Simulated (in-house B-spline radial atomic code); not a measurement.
Results of a calculation; reference values are marked as such.
# C6 from the polarisability at imaginary frequency: Ca

HSE06 linear response of the closed shell [Ar] 4s2, from a B-spline radial code for spherical atoms; scalar-relativistic (spin-free one-electron X2C), finite nucleus, no spin-orbit coupling; shells from n = 2 respond.

The dispersion coefficient of two like species is C6 = (3/π) ∫ α(iu)² du from 0 to ∞.

```json
{"u (hartree)": "0", "α(iu) (bohr³)": "157.9"}
{"u (hartree)": "0.03", "α(iu) (bohr³)": "147.5"}
{"u (hartree)": "0.07", "α(iu) (bohr³)": "114.5"}
{"u (hartree)": "0.12", "α(iu) (bohr³)": "75.49"}
{"u (hartree)": "0.2", "α(iu) (bohr³)": "40.53"}
{"u (hartree)": "0.3", "α(iu) (bohr³)": "22.41"}
{"u (hartree)": "0.45", "α(iu) (bohr³)": "12.22"}
{"u (hartree)": "0.7", "α(iu) (bohr³)": "6.556"}
{"u (hartree)": "1", "α(iu) (bohr³)": "4.072"}
{"u (hartree)": "1.5", "α(iu) (bohr³)": "2.336"}
{"u (hartree)": "2.5", "α(iu) (bohr³)": "1.078"}
{"u (hartree)": "5", "α(iu) (bohr³)": "0.3409"}
```

Q: Fit one oscillator, α(iu) = α(0)/(1 + u²/ω²), through u = 0.12 and estimate C6.

A: From α(0)/α(iu) − 1 = 157.9/75.49 − 1 = 1.0917, ω = u/√1.0917 = 0.1149 hartree (3.1 eV). London's formula gives C6 = (3/4) α(0)² ω = 0.75 × 157.9² × 0.1149 = 2148 hartree·bohr⁶, and the oscillator holds f = α(0) ω² = 2.08 electrons, of a sum of oscillator strengths of 18.6.

Q: How does that compare with the full integral?

A: The program's quadrature over all excitations gives C6 = 2185, so the single oscillator is off by -1.7 %. At the last point the fit gives α = 0.0833 against 0.341: higher excitations, and deeper shells where there are any, keep the true curve higher at large u.
